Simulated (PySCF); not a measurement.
Molecule: Al(H)(OH)2, H₃AlO₂, SMILES [OH][AlH][OH]. Atoms near the plane z = 0.0 Å, at the PBE0/def2-SVP optimised geometry (x, y, z in Å): Al1 (-0.7, 0.5, 0.0), H2 (-1.4, 1.9, 0.0), O3 (-1.6, -0.9, 0.0), H4 (-1.4, -1.9, 0.0), O5 (1.0, 0.5, 0.0), H6 (1.6, -0.3, 0.0).

Method: PBE0/def2-TZVP (PySCF). Cells within 0.4 Å of a nucleus heavier than hydrogen are left out (blank, or x). The values are rescaled to run from 0 to 1.

```
|3333333333333333333333333333333|
|3333333322222223333323333333333|
|3333332222222222222222222333333|
|3333322222222222222222222233333|
|3333222333332222222222222223333|
|3332223345543333222222222222333|
|3322223479995333322211122222333|
|3322223599998544332111111222333|
|3322223699999886532100011222333|
|3222223699999999742100001222333|
|3222233599999999986530001222333|
|2222334699999999999996111223333|
|222233479999xx99999x99522333333|
|22222358999xxx9999xxx9954433333|
|222222479999xx9999xxx9996544444|
|2211113799999999999999999654444|
|2211013999999999999999999765444|
|211000599x999999979999999765444|
|21100099xxx99999766999999765544|
|21100199xxx99876656799998665544|
|2211016999999765555678877655544|
|2211114999999765555666666555444|
|2222224999999965555555655555444|
|2222335899999976555555555554444|
|3333345799999866555555555544444|
|3333345689999765555555554444444|
|3333445677887665555554444444444|
|3333444566666655555444444444444|
|3334444555555555554444444444444|
|3334444455555555444444444444444|
|3334444444555544444444444444444|
```
Scale: ten equal steps from 0.000 (start of '0') to 1.00 (end of '9'), in the order '0123456789'; x runs from -4.00 to 4.00, y from -4.00 (bottom) to 4.00 (top).

Question: Which quantity is mapped?
(A) deformation density (molecule minus spherical neutral atoms)
(B) electrostatic potential
(C) log10 of the electron density
(D) electron localisation function

Answer: B, electrostatic potential. In full: electrostatic potential (hartree/e), clipped to [-0.08, 0.12].
